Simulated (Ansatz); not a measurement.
C2H5O (SMILES [CH2]OC) moved off its minimum; all values from Ansatz (a first-principles code), cores frozen in correlated methods. Open shells are unrestricted.
(charge 0, multiplicity 2)
```xyz
8

C      1.2468    -0.1977     0.0442
O      0.1496     0.0910     0.5131
C     -1.2040    -0.0311    -0.3768
H      1.3908     0.0373    -1.0676
H      1.8884    -0.1038     0.6166
H     -0.9550     0.8505    -0.8840
H     -1.2117    -1.0329    -0.8107
H     -1.9667     0.1754     0.1948
```

Task: Give the forces (eV/Å), the total energy and the dipole at CCSD(T)/cc-pVTZ.

Result: 
```tsv
atom	Fx	Fy	Fz
C1	-5.129	-2.749	-14.483
O2	-9.710	1.164	3.276
C3	7.071	-1.239	-0.579
H4	0.276	-0.441	1.276
H5	11.525	1.423	9.510
H6	-0.250	0.664	-2.219
H7	0.077	0.522	-0.407
H8	-3.859	0.655	3.626
```
Energy -154.0061 hartree, dipole 2.06 D.
